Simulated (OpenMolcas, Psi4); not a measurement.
How methods differ on C2H5ClSi (SMILES ClC1C[SiH2]1)

The species is C2H5ClSi (9 atoms), meant as a singlet with charge 0. SMILES: `ClC1C[SiH2]1`. The shape is that of a PBE0-D4/def2-TZVP optimisation.

Quantity: the dipole moment, in D. The values are calculated.

| level | kind | program | value (D) |
| --- | --- | --- | --- |
| SVWN5/def2-SVP | LDA | OpenMolcas | 1.60 |
| BLYP/def2-SVP | GGA | OpenMolcas | 1.56 |
| BP86/def2-SVP (density fitting) | GGA | Psi4 | 1.64 |
| revPBE/def2-SVP | GGA | OpenMolcas | 1.65 |
| M06-L/def2-SVP | meta-GGA | OpenMolcas | 1.93 |
| B3LYP/def2-SVP | global hybrid | OpenMolcas | 1.75 |
| BHLYP/def2-SVP | global hybrid | OpenMolcas | 1.98 |
| CAM-B3LYP/def2-SVP (density fitting) | range-separated hybrid | Psi4 | 1.85 |

The values span 1.56 to 1.98 D. Magnitudes only.
